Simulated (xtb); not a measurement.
H4Sn, charge +1, doublet, geometry from GFN2-xTB (such geometries of metal compounds can be far from the true shape) (a state made from the parent by changing its charge; the spin is typed, not shown lowest); GFN2-xTB with ALPB(water) in xtb.

Input for xtb:
```
$ xtb mol.xyz --gfn 2 --chrg 1 --uhf 1 --alpb water --json

# file mol.xyz
5

Sn    -0.00000000     0.00000000     0.00000000
H     -0.83556149     1.27089269    -0.83469882
H     -0.20930557    -1.21031996    -1.22530410
H     -0.18607163    -1.06230516     1.35902114
H      1.23093869     1.00173242     0.70098178
```

The log (banner, timings and long lists left out):

```
   ID    Z sym.   atoms
    1   50 Sn     1
    2    1 H      2-5

           -------------------------------------------------
          |                Calculation Setup                |
           -------------------------------------------------

           -------------------------------------------------
          |                 G F N 2 - x T B                 |
           -------------------------------------------------

      * Solvation model:               ALPB
        Solvent                        water
        Parameter file                 internal GFN2-xTB/ALPB
        Dielectric constant                8.0200E+01
        Reference state                gsolv [1 M gas/solution]
        Free energy shift                  1.0808E-03 Eh       6.7819E-01 kcal/mol
        Temperature                        2.9815E+02 K
        Density                            1.0000E+00 kg/L
        Solvent mass                       1.8000E+01 g/mol
        Interaction kernel             P16
        Born radius scaling (c1)           1.4744E+00
        Born radii integrator          GBOBC
        Born offset                        0.0000E+00 a0       0.0000E+00 AA
        H-bond correction              true
        Ion screening                  false
        Surface tension                    1.0000E-05 Eh       1.5569E+01 dyn/cm
        Grid points                               230 per atom

          ...................................................
          :                      SETUP                      :
          :.................................................:
          :  # basis functions                  14          :
          :  # atomic orbitals                  13          :
          :  # shells                            7          :
          :  # electrons                         7          :
          :  max. iterations                   250          :
          :  Hamiltonian                  GFN2-xTB          :
          :  restarted?                      false          :
          :  GBSA solvation                   true          :
          :  PC potential                    false          :
          :  electronic temp.          300.0000000     K    :
          :  accuracy                    1.0000000          :
          :  -> integral cutoff          0.2500000E+02      :
          :  -> integral neglect         0.1000000E-07      :
          :  -> SCF convergence          0.1000000E-05 Eh   :
          :  -> wf. convergence          0.1000000E-03 e    :
          :  Broyden damping             0.4000000          :
          :  net charge                          1          :
          :  unpaired electrons                  1          :
          ...................................................

 iter      E             dE          RMSdq      gap      omega  full diag
   1     -3.5141533 -0.351415E+01  0.217E+01    2.62       0.0  T
   2     -3.6650503 -0.150897E+00  0.888E+00    4.56       1.0  T
   3     -3.6659310 -0.880714E-03  0.446E+00    4.15       1.0  T
   4     -3.6679132 -0.198214E-02  0.303E-01    4.40       1.0  T
   5     -3.6679652 -0.519634E-04  0.665E-02    4.35       1.0  T
   6     -3.6679781 -0.129652E-04  0.206E-02    4.36       2.2  T
   7     -3.6679783 -0.213629E-06  0.315E-03    4.36      14.2  T
   8     -3.6679783 -0.881174E-08  0.818E-05    4.36     546.4  T
   9     -3.6679783 -0.150235E-11  0.198E-05    4.36    2254.8  T

   *** convergence criteria satisfied after 9 iterations ***

         :::::::::::::::::::::::::::::::::::::::::::::::::::::
         ::                     SUMMARY                     ::
         :::::::::::::::::::::::::::::::::::::::::::::::::::::
         :: total energy              -3.659295220445 Eh    ::
         :: total w/o Gsasa/hb        -3.651007054888 Eh    ::
         :: gradient norm              0.009000402944 Eh/a0 ::
         :: HOMO-LUMO gap              4.361928940206 eV    ::
         ::.................................................::
         :: SCC energy                -3.667978220448 Eh    ::
         :: -> isotropic ES            0.115609145995 Eh    ::
         :: -> anisotropic ES         -0.010244752815 Eh    ::
         :: -> anisotropic XC         -0.000419634041 Eh    ::
         :: -> dispersion             -0.000641399356 Eh    ::
         :: -> Gsolv                  -0.109341458998 Eh    ::
         ::    -> Gelec               -0.101053293442 Eh    ::
         ::    -> Gsasa               -0.001310233578 Eh    ::
         ::    -> Ghb                 -0.008058691677 Eh    ::
         ::    -> Gshift               0.001080759698 Eh    ::
         :: repulsion energy           0.008683000003 Eh    ::
         :: add. restraining           0.000000000000 Eh    ::
         :: total charge               1.000000000093 e     ::
         :::::::::::::::::::::::::::::::::::::::::::::::::::::

           -------------------------------------------------
          |                Property Printout                |
           -------------------------------------------------

    * Orbital Energies and Occupations

         #    Occupation            Energy/Eh            Energy/eV
      -------------------------------------------------------------
         1        2.0000           -0.8247024             -22.4413
         2        2.0000           -0.4759692             -12.9518
         3        2.0000           -0.4759660             -12.9517
         4        1.0000           -0.4320762             -11.7574 (HOMO)
         5                         -0.2717783              -7.3955 (LUMO)
         6                         -0.2561307              -6.9697
         7                         -0.1703258              -4.6348
         8                         -0.1703246              -4.6348
         9                         -0.1666805              -4.5356
        10                          0.0043335               0.1179
        11                          0.4427569              12.0480
        12                          0.4557899              12.4027
        13                          0.4557920              12.4027
      -------------------------------------------------------------
                  HL-Gap            0.1602979 Eh            4.3619 eV
             Fermi-level           -0.4028162 Eh          -10.9612 eV

     #   Z          covCN         q      C6AA      α(0)
     1  50 Sn       3.668     0.049   333.225    33.306
     2   1 H        0.917     0.238     0.927     1.506
     3   1 H        0.917     0.238     0.927     1.506
     4   1 H        0.917     0.238     0.927     1.506
     5   1 H        0.917     0.238     0.927     1.506

 Mol. C6AA /au·bohr⁶  :        487.337703
 Mol. C8AA /au·bohr⁸  :      47427.993816
 Mol. α(0) /au        :         39.328725

Wiberg/Mayer (AO) data.
largest (>0.10) Wiberg bond orders for each atom

 ---------------------------------------------------------------------------
     #   Z sym  total        # sym  WBO       # sym  WBO       # sym  WBO
 ---------------------------------------------------------------------------
     1  50 Sn   2.572 --     2 H    0.643     5 H    0.643     3 H    0.643
                             4 H    0.643
     2   1 H    0.919 --     1 Sn   0.643     4 H    0.190
     3   1 H    0.919 --     1 Sn   0.643     5 H    0.190
     4   1 H    0.919 --     1 Sn   0.643     2 H    0.190
     5   1 H    0.919 --     1 Sn   0.643     3 H    0.190
 ---------------------------------------------------------------------------

Topologies differ in total number of bonds
Writing topology from bond orders to xtbtopo.mol

molecular dipole:
                 x           y           z       tot (Debye)
 q only:       -0.000      -0.000       0.000
   full:       -0.000      -0.000       0.000       0.001
molecular quadrupole (traceless):
                xx          xy          yy          xz          yz          zz
 q only:       -2.192       0.792       1.526       1.991      -0.407       0.666
  q+dip:       -2.677       0.967       1.864       2.431      -0.497       0.813
   full:       -0.263       0.095       0.183       0.239      -0.049       0.080

           -------------------------------------------------
          | TOTAL ENERGY               -3.659295220445 Eh   |
          | GRADIENT NORM               0.009000402944 Eh/α |
          | HOMO-LUMO GAP               4.361928940206 eV   |
           -------------------------------------------------

normal termination of xtb
```
